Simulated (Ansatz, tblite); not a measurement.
Adding an electron: the cluster Ga₃N₃⁺. The state is a doublet with charge 1. Geometry: PBE-D4/def2-SVP. Ansatz, gas phase; energy differences of separate SCF runs; the reduced species is a singlet (the triplet lies 0.78 eV higher at PBE0-D4/def2-TZVP).

Cartesian coordinates in Å:
```
Ga 1.038 -1.052 0.462
Ga 0.158 1.426 0.466
Ga -1.193 -0.353 -0.922
N 1.588 0.501 1.237
N -1.375 1.431 -0.604
N -0.216 -1.953 -0.638
```

The xTB rows come from tblite. HOMO above LUMO, or a gap near zero within one spin, warns that the state may not be the lowest or that an electron is smeared out. The structure comes from a short search, and lower isomers may exist.

Estimate orbital energies and vertical electron affinities at: GFN1-xTB; GFN2-xTB; HF/def2-TZVP; PBE-D4/def2-TZVP; PBE0-D4/def2-TZVP.


```csv
level,−HOMO (eV),−LUMO (eV),vertical EA (eV),HOMO–LUMO gap (eV),remarks
GFN1-xTB,–,–,12.53,–,–
GFN2-xTB,–,–,13.94,–,–
HF/def2-TZVP,13.71,5.82,6.68,7.89,spin-contaminated (⟨S²⟩ 0.99) (+1 doublet)
PBE-D4/def2-TZVP,10.93,10.86,8.23,0.07,gap within one spin near zero (+1 doublet)
PBE0-D4/def2-TZVP,11.79,9.79,8.23,1.99,–
```

  HOMO and LUMO are the levels of the spin that leaves or enters (xTB has no such levels and no spin-polarisation term). Other spin states of the ions may lie lower, which would lower the ionisation energy or raise the affinity. Raw xTB energy differences between charge states are shifted by several eV; the methods need an empirical correction for them.
